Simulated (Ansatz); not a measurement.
B₆H₂. Charge 0, multiplicity 1. Geometry PBE0-D4/def2-SVP, basis def2-TZVP, Ansatz.

```xyz
8

B     1.468   -0.395    0.558
B    -0.756   -0.501    0.529
B     0.008    0.945   -0.458
B     0.957   -1.043   -0.787
B    -0.454   -0.516   -1.107
B     0.390    0.554    1.113
H    -1.625   -1.072    1.135
H     0.013    2.027   -0.983
```

```json
{"run": "A", "HOMO (eV)": "-7.11", "LUMO (eV)": "-3.49"}
{"run": "B", "HOMO (eV)": "-7.45", "LUMO (eV)": "-3.12"}
{"run": "C", "HOMO (eV)": "-6.69", "LUMO (eV)": "-4.02"}
{"run": "D", "HOMO (eV)": "-6.82", "LUMO (eV)": "-3.81"}
{"run": "E", "HOMO (eV)": "-6.63", "LUMO (eV)": "-3.94"}
```

Another isomer (singlet) lies 1.56 eV lower at PBE0-D4/def2-TZVP; other spin states weren't run for this one.

Task: The runs used PBE, PBE0, r2SCAN, r2SCANh, revPBE. Estimate which is which.

Result: A r2SCANh (10 % exact exchange); B PBE0 (25 % exact exchange); C PBE (0 % exact exchange); D r2SCAN (0 % exact exchange); E revPBE (0 % exact exchange). Exact exchange lowers occupied and raises empty levels; among semilocal functionals meta-GGAs tend to open the gap a little, and such runs are hard to tell apart. The gap grows from 2.66 eV (PBE) to 4.32 eV (PBE0). The restricted singlet is unstable towards broken spin symmetry in Hartree–Fock (as tested in another run); at r2SCANh-D4/def2-TZVP, PBE0-D4/def2-TZVP, PBE-D4/def2-TZVP, r2SCAN-D4/def2-TZVP and others this wasn't settled.
